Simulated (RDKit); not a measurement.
RDKit input (UFF):

```python
from rdkit import Chem
from rdkit.Chem import AllChem, rdDetermineBonds

mol = Chem.MolFromXYZFile('mol.xyz')
rdDetermineBonds.DetermineBonds(mol, charge=-1)
print('SMILES', Chem.MolToSmiles(Chem.RemoveHs(mol)))
ff = AllChem.UFFGetMoleculeForceField(mol)
e0 = ff.CalcEnergy()
flag = ff.Minimize(maxIts=5000, forceTol=1e-5)
print(f'energy {e0:.4f} -> {ff.CalcEnergy():.4f} kcal/mol, converged: {flag == 0}')
print(Chem.MolToXYZBlock(mol))
```
mol.xyz:
```
6

S     -0.25938400     1.85037200    -0.10286500
B     -0.02007600     0.14321800    -0.00796200
S      1.69434800    -0.60639400    -0.13030600
S     -1.46499800    -1.02972500     0.22126000
H      1.42259800    -1.92037000    -0.01079300
H     -0.84167600    -2.22376600     0.24117100
```

Output:

```
SMILES S=[B-](S)S
energy 40.0738 -> -0.4448 kcal/mol, converged: True
6

S      0.041917    1.285033   -0.376218
B      0.085414   -0.078154    0.288495
S      1.740400   -0.895010    0.653625
S     -1.515670   -0.954620    0.744444
H      1.755365   -1.541457   -0.596389
H     -1.576613   -1.602457   -0.503453
```

The dipole moment of an ion depends on the origin.

The geometry given is a B3LYP-D3(BJ)/def2-TZVP minimum.
